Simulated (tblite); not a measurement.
A geometry optimisation, step by step.

C₉H₁₃B.
Atom-mapped SMILES: `[CH2:1]=[CH:2]/[C:3]1=[CH:4]/[CH2:5]/[CH:6]=[CH:7]\[BH:8][CH2:9][CH2:10]1` (hydrogens: H11, H12 on C1; H13 on C2; H14 on C4; H15, H16 on C5; H17 on C6; H18 on C7; H19 on B8; H20, H21 on C9; H22, H23 on C10)

Computed with GFN2-xTB (tblite), gas phase: L-BFGS steps from a force-field or distance-geometry start until the largest atomic force falls under 0.01 eV/Å. 5 of its 198 geometries are shown.

Step 0: E = -735.4182 eV, largest atomic force 1.640 eV/Å
```
atom  x, y, z in Å  |  force x, y, z in eV/Å
C1      2.800    0.693   -1.276   -0.662   0.355   0.424
C2      1.931    1.373   -0.515    0.175  -1.231   0.012
C3      0.848    0.712    0.252   -0.611   0.934   0.075
C4     -0.281    1.438    0.462    0.621  -1.514   0.115
C5     -1.540    0.858    1.071   -0.432   0.739   0.276
C6     -2.457    0.364   -0.032    0.356  -0.429  -0.289
C7     -2.144   -0.585   -0.935    1.016   0.054   0.385
B8     -0.806   -1.433   -0.982   -0.991  -0.167   0.296
C9      0.050   -1.778    0.326   -0.414  -0.105  -0.105
C10     1.019   -0.685    0.828    0.819   0.126   0.509
H11     2.722   -0.377   -1.406    0.166   0.208   0.035
H12     3.552    1.228   -1.822    0.164  -0.118  -0.165
H13     2.007    2.451   -0.477   -0.184  -0.049   0.122
H14    -0.347    2.437    0.072   -0.102   0.125  -0.044
H15    -2.061    1.685    1.611    0.228  -0.489  -0.284
H16    -1.348    0.069    1.825    0.101   0.290  -0.608
H17    -3.413    0.864   -0.128   -0.037   0.103   0.165
H18    -2.864   -0.793   -1.720   -0.050   0.085   0.130
H19    -0.648   -2.121   -1.928    0.125   0.303  -0.040
H20    -0.659   -2.043    1.142    0.363   0.182  -0.434
H21     0.623   -2.690    0.114   -0.017   0.193   0.228
H22     2.061   -1.033    0.654   -0.531   0.341  -0.099
H23     0.949   -0.607    1.943   -0.101   0.064  -0.705
```

Step 49: E = -735.6820 eV, largest atomic force 0.056 eV/Å
```
atom  x, y, z in Å  |  force x, y, z in eV/Å
C1      2.849    0.644   -1.229    0.005  -0.014   0.004
C2      1.862    1.257   -0.586   -0.013   0.027   0.015
C3      0.811    0.646    0.222    0.018  -0.043  -0.012
C4     -0.307    1.353    0.425   -0.015   0.004  -0.028
C5     -1.562    0.869    1.079    0.004   0.006   0.004
C6     -2.497    0.326    0.025    0.007  -0.023  -0.001
C7     -2.128   -0.580   -0.882    0.034  -0.045   0.003
B8     -0.747   -1.272   -0.958    0.007  -0.008  -0.037
C9     -0.039   -1.774    0.371   -0.004  -0.010  -0.022
C10     1.029   -0.734    0.796    0.016  -0.018   0.016
H11     2.994   -0.422   -1.207    0.000  -0.007   0.004
H12     3.545    1.199   -1.835    0.007  -0.009   0.021
H13     1.767    2.331   -0.695    0.004   0.016  -0.018
H14    -0.380    2.340   -0.013   -0.013   0.022  -0.003
H15    -2.046    1.693    1.607    0.000  -0.004   0.001
H16    -1.333    0.083    1.801   -0.021   0.022   0.007
H17    -3.487    0.765    0.002   -0.019   0.014   0.013
H18    -2.864   -0.849   -1.636    0.004   0.034   0.032
H19    -0.235   -1.458   -1.999   -0.027   0.019   0.017
H20    -0.755   -1.914    1.181    0.018  -0.002   0.006
H21     0.462   -2.734    0.235   -0.003  -0.014  -0.017
H22     2.011   -1.085    0.487    0.006   0.009   0.002
H23     1.047   -0.658    1.887   -0.017   0.023  -0.008
```

Step 98: E = -735.7110 eV, largest atomic force 0.218 eV/Å
```
atom  x, y, z in Å  |  force x, y, z in eV/Å
C1      3.003    0.514   -1.010    0.051  -0.022  -0.018
C2      1.843    1.090   -0.723   -0.103   0.038   0.018
C3      0.766    0.594    0.128    0.071   0.024  -0.065
C4     -0.348    1.334    0.252    0.078   0.021   0.022
C5     -1.545    1.020    1.086   -0.004   0.018  -0.021
C6     -2.570    0.276    0.273   -0.024   0.028  -0.096
C7     -2.213   -0.581   -0.677    0.015  -0.100   0.115
B8     -0.761   -1.003   -1.026   -0.012   0.025   0.080
C9      0.115   -1.790    0.058    0.009   0.107  -0.063
C10     0.911   -0.726    0.844    0.059   0.143  -0.066
H11     3.278   -0.461   -0.654    0.045  -0.103   0.065
H12     3.735    1.008   -1.630   -0.098  -0.055   0.019
H13     1.648    2.062   -1.154   -0.053   0.121  -0.013
H14    -0.435    2.235   -0.340   -0.001   0.071   0.018
H15    -1.985    1.945    1.461   -0.001   0.070   0.026
H16    -1.275    0.403    1.947    0.017   0.013   0.021
H17    -3.605    0.517    0.475   -0.048  -0.039   0.039
H18    -3.010   -1.065   -1.228   -0.057  -0.020  -0.117
H19    -0.364   -0.880   -2.120    0.031   0.016  -0.052
H20    -0.490   -2.367    0.748   -0.120  -0.137   0.119
H21     0.812   -2.479   -0.408    0.099  -0.127  -0.097
H22     1.961   -0.992    0.920    0.077  -0.058   0.033
H23     0.525   -0.626    1.859   -0.036  -0.033   0.035
```

Step 148: E = -735.7829 eV, largest atomic force 0.028 eV/Å
```
atom  x, y, z in Å  |  force x, y, z in eV/Å
C1      2.999    0.353   -0.854   -0.015   0.011   0.009
C2      1.874    1.037   -0.676    0.003   0.003   0.003
C3      0.735    0.647    0.141    0.013  -0.003  -0.005
C4     -0.322    1.468    0.220    0.016  -0.014  -0.004
C5     -1.561    1.244    1.026    0.005  -0.011  -0.003
C6     -2.497    0.199    0.475   -0.004   0.022   0.003
C7     -2.188   -0.724   -0.428   -0.013   0.009  -0.003
B8     -0.850   -1.077   -1.116    0.012  -0.011   0.002
C9      0.333   -1.726   -0.270    0.016  -0.017  -0.007
C10     0.742   -0.704    0.807   -0.001  -0.002  -0.013
H11     3.184   -0.602   -0.393    0.007   0.011   0.006
H12     3.791    0.733   -1.478   -0.012  -0.006   0.001
H13     1.762    1.993   -1.176    0.013  -0.008   0.013
H14    -0.298    2.395   -0.341    0.001  -0.010  -0.003
H15    -2.112    2.186    1.101   -0.004   0.004   0.020
H16    -1.292    0.949    2.049   -0.026   0.011  -0.003
H17    -3.505    0.273    0.870   -0.006   0.002   0.001
H18    -3.010   -1.358   -0.757    0.006  -0.007   0.015
H19    -0.765   -0.985   -2.283   -0.001  -0.002  -0.001
H20     0.029   -2.658    0.211    0.003   0.005   0.004
H21     1.201   -1.956   -0.890   -0.012  -0.004  -0.003
H22     1.725   -0.936    1.222   -0.013   0.014  -0.015
H23     0.017   -0.724    1.619    0.009   0.000  -0.014
```

Step 197: E = -735.7882 eV, largest atomic force 0.008 eV/Å
```
atom  x, y, z in Å  |  force x, y, z in eV/Å
C1      3.062    0.394   -0.766    0.001   0.002   0.001
C2      1.929    1.073   -0.625    0.000  -0.003   0.003
C3      0.757    0.669    0.139    0.001   0.000  -0.003
C4     -0.291    1.499    0.206    0.001   0.001   0.002
C5     -1.546    1.280    0.990    0.001   0.001  -0.001
C6     -2.483    0.212    0.495   -0.001   0.004  -0.001
C7     -2.236   -0.762   -0.379   -0.002   0.003   0.001
B8     -0.972   -1.240   -1.124   -0.001  -0.005  -0.003
C9      0.341   -1.691   -0.357    0.002   0.002  -0.001
C10     0.723   -0.701    0.755    0.005   0.005  -0.001
H11     3.232   -0.566   -0.310   -0.001  -0.008   0.002
H12     3.878    0.784   -1.350    0.003   0.003  -0.003
H13     1.840    2.038   -1.110   -0.003  -0.001   0.001
H14    -0.237    2.443   -0.321   -0.006   0.000  -0.001
H15    -2.106    2.219    1.028   -0.004   0.004   0.003
H16    -1.292    1.029    2.029    0.001   0.001  -0.001
H17    -3.479    0.312    0.916   -0.001  -0.003   0.000
H18    -3.102   -1.374   -0.632   -0.003   0.000   0.000
H19    -1.054   -1.423   -2.282    0.002   0.001   0.004
H20     0.179   -2.679    0.085    0.002   0.003  -0.003
H21     1.184   -1.796   -1.041    0.001  -0.005   0.001
H22     1.692   -0.956    1.188    0.001  -0.004   0.001
H23    -0.025   -0.739    1.546    0.001  -0.002  -0.002
```

Task: Summarise the path.

Result: The energy falls by 0.3701 eV from step 0 to step 197; nine tenths of that is first reached at step 116. It rises by more than 0.2 meV at step 98. The largest force goes from 1.640 to 0.008 eV/Å. Among the bonds C7–B8 changes most, from 1.584 to 1.543 Å; the atoms move by 0.847 Å rms after alignment.

Task: Follow the three bonds and two angles with the largest change from start to end.

Result: 
```json
{"step": "0", "E above end (eV)": "0.3701", "largest force (eV/Å)": "1.640", "C7–B8 (Å)": "1.584", "C10–H23 (Å)": "1.120", "C2–C3 (Å)": "1.483", "C3–C10–C9 (°)": "117.1", "C6–C7–B8 (°)": "126.4"}
{"step": "9", "E above end (eV)": "0.1678", "largest force (eV/Å)": "0.089", "C7–B8 (Å)": "1.545", "C10–H23 (Å)": "1.095", "C2–C3 (Å)": "1.463", "C3–C10–C9 (°)": "116.6", "C6–C7–B8 (°)": "129.2"}
{"step": "17", "E above end (eV)": "0.1546", "largest force (eV/Å)": "0.096", "C7–B8 (Å)": "1.547", "C10–H23 (Å)": "1.095", "C2–C3 (Å)": "1.462", "C3–C10–C9 (°)": "116.8", "C6–C7–B8 (°)": "129.3"}
{"step": "26", "E above end (eV)": "0.1337", "largest force (eV/Å)": "0.110", "C7–B8 (Å)": "1.542", "C10–H23 (Å)": "1.094", "C2–C3 (Å)": "1.461", "C3–C10–C9 (°)": "116.7", "C6–C7–B8 (°)": "127.3"}
{"step": "34", "E above end (eV)": "0.1212", "largest force (eV/Å)": "0.078", "C7–B8 (Å)": "1.547", "C10–H23 (Å)": "1.093", "C2–C3 (Å)": "1.461", "C3–C10–C9 (°)": "115.6", "C6–C7–B8 (°)": "126.3"}
{"step": "43", "E above end (eV)": "0.1098", "largest force (eV/Å)": "0.059", "C7–B8 (Å)": "1.543", "C10–H23 (Å)": "1.094", "C2–C3 (Å)": "1.461", "C3–C10–C9 (°)": "114.6", "C6–C7–B8 (°)": "125.8"}
{"step": "51", "E above end (eV)": "0.1055", "largest force (eV/Å)": "0.050", "C7–B8 (Å)": "1.546", "C10–H23 (Å)": "1.094", "C2–C3 (Å)": "1.460", "C3–C10–C9 (°)": "114.1", "C6–C7–B8 (°)": "125.8"}
{"step": "60", "E above end (eV)": "0.1030", "largest force (eV/Å)": "0.033", "C7–B8 (Å)": "1.544", "C10–H23 (Å)": "1.093", "C2–C3 (Å)": "1.460", "C3–C10–C9 (°)": "113.9", "C6–C7–B8 (°)": "126.0"}
{"step": "69", "E above end (eV)": "0.0979", "largest force (eV/Å)": "0.060", "C7–B8 (Å)": "1.546", "C10–H23 (Å)": "1.093", "C2–C3 (Å)": "1.459", "C3–C10–C9 (°)": "113.3", "C6–C7–B8 (°)": "126.1"}
{"step": "77", "E above end (eV)": "0.0911", "largest force (eV/Å)": "0.065", "C7–B8 (Å)": "1.548", "C10–H23 (Å)": "1.094", "C2–C3 (Å)": "1.458", "C3–C10–C9 (°)": "112.2", "C6–C7–B8 (°)": "125.2"}
{"step": "86", "E above end (eV)": "0.0865", "largest force (eV/Å)": "0.044", "C7–B8 (Å)": "1.548", "C10–H23 (Å)": "1.093", "C2–C3 (Å)": "1.458", "C3–C10–C9 (°)": "111.4", "C6–C7–B8 (°)": "125.0"}
{"step": "94", "E above end (eV)": "0.0815", "largest force (eV/Å)": "0.107", "C7–B8 (Å)": "1.551", "C10–H23 (Å)": "1.092", "C2–C3 (Å)": "1.456", "C3–C10–C9 (°)": "109.5", "C6–C7–B8 (°)": "125.0"}
{"step": "103", "E above end (eV)": "0.0639", "largest force (eV/Å)": "0.150", "C7–B8 (Å)": "1.555", "C10–H23 (Å)": "1.095", "C2–C3 (Å)": "1.457", "C3–C10–C9 (°)": "106.5", "C6–C7–B8 (°)": "126.3"}
{"step": "111", "E above end (eV)": "0.0469", "largest force (eV/Å)": "0.103", "C7–B8 (Å)": "1.555", "C10–H23 (Å)": "1.090", "C2–C3 (Å)": "1.456", "C3–C10–C9 (°)": "106.7", "C6–C7–B8 (°)": "127.2"}
{"step": "120", "E above end (eV)": "0.0255", "largest force (eV/Å)": "0.096", "C7–B8 (Å)": "1.552", "C10–H23 (Å)": "1.092", "C2–C3 (Å)": "1.458", "C3–C10–C9 (°)": "106.2", "C6–C7–B8 (°)": "128.6"}
{"step": "128", "E above end (eV)": "0.0148", "largest force (eV/Å)": "0.113", "C7–B8 (Å)": "1.550", "C10–H23 (Å)": "1.088", "C2–C3 (Å)": "1.455", "C3–C10–C9 (°)": "106.4", "C6–C7–B8 (°)": "130.7"}
{"step": "137", "E above end (eV)": "0.0079", "largest force (eV/Å)": "0.031", "C7–B8 (Å)": "1.547", "C10–H23 (Å)": "1.089", "C2–C3 (Å)": "1.456", "C3–C10–C9 (°)": "106.8", "C6–C7–B8 (°)": "131.6"}
{"step": "146", "E above end (eV)": "0.0059", "largest force (eV/Å)": "0.033", "C7–B8 (Å)": "1.547", "C10–H23 (Å)": "1.090", "C2–C3 (Å)": "1.455", "C3–C10–C9 (°)": "106.5", "C6–C7–B8 (°)": "131.6"}
{"step": "154", "E above end (eV)": "0.0045", "largest force (eV/Å)": "0.017", "C7–B8 (Å)": "1.546", "C10–H23 (Å)": "1.089", "C2–C3 (Å)": "1.455", "C3–C10–C9 (°)": "107.0", "C6–C7–B8 (°)": "131.9"}
{"step": "163", "E above end (eV)": "0.0042", "largest force (eV/Å)": "0.013", "C7–B8 (Å)": "1.546", "C10–H23 (Å)": "1.089", "C2–C3 (Å)": "1.455", "C3–C10–C9 (°)": "107.0", "C6–C7–B8 (°)": "132.1"}
{"step": "171", "E above end (eV)": "0.0036", "largest force (eV/Å)": "0.023", "C7–B8 (Å)": "1.545", "C10–H23 (Å)": "1.089", "C2–C3 (Å)": "1.455", "C3–C10–C9 (°)": "107.1", "C6–C7–B8 (°)": "132.6"}
{"step": "180", "E above end (eV)": "0.0013", "largest force (eV/Å)": "0.035", "C7–B8 (Å)": "1.545", "C10–H23 (Å)": "1.090", "C2–C3 (Å)": "1.455", "C3–C10–C9 (°)": "107.5", "C6–C7–B8 (°)": "133.7"}
{"step": "188", "E above end (eV)": "0.0005", "largest force (eV/Å)": "0.020", "C7–B8 (Å)": "1.544", "C10–H23 (Å)": "1.089", "C2–C3 (Å)": "1.455", "C3–C10–C9 (°)": "107.5", "C6–C7–B8 (°)": "133.9"}
{"step": "197", "E above end (eV)": "0.0000", "largest force (eV/Å)": "0.008", "C7–B8 (Å)": "1.543", "C10–H23 (Å)": "1.089", "C2–C3 (Å)": "1.455", "C3–C10–C9 (°)": "107.3", "C6–C7–B8 (°)": "134.1"}
```

The cost below is that of the whole relaxation. Time: 3.1 s. Hardware: one thread, Arm Neoverse N1 (aarch64), shared host with 64 logical CPUs at a one-minute load of 60.
